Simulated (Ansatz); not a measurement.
Two shapes of singlet B₃N₃H₆.

Shape 1:

```xyz
12

B     1.4534    0.0064   -0.0009
N     0.7130    1.2214   -0.0034
B    -0.7316    1.2513    0.0049
N    -1.4082   -0.0080    0.0060
B    -0.7314   -1.2519   -0.0052
N     0.7093   -1.2109   -0.0014
H     2.6592    0.0088   -0.0033
H     1.2051    2.0998   -0.0076
H    -1.3348    2.2952   -0.0055
H    -2.4191    0.0067    0.0074
H    -1.3342   -2.3002    0.0076
H     1.2188   -2.0939    0.0036
```

Shape 2:

```xyz
12

B     1.4280   -0.0304    0.0355
N     0.6698    1.2481   -0.0224
B    -0.7329    1.2092    0.0238
N    -1.4290    0.0111   -0.0439
B    -0.6942   -1.2508   -0.0409
N     0.6956   -1.2010   -0.0459
H     2.6644    0.0147   -0.0470
H     1.2501    2.0933   -0.0292
H    -1.3424    2.2632    0.0307
H    -2.4393   -0.0144    0.0434
H    -1.3586   -2.3112   -0.0377
H     1.1726   -2.1150   -0.0271
```

Basis set: STO-3G (spherical functions). Correlated methods keep 6 orbitals frozen. Charge 0, multiplicity 1.

Computed with Ansatz (development build ahead of 0.2.0); each method stands on the lowest determinant of its kind that the runs found.

Q: Which shape is lower in energy, and by how much in each method?

A:

| method | E(2) − E(1) (eV) |
| --- | --- |
| RHF | 0.519 |
| RHF-MP2 | 0.467 |

Shape 1 is lower.
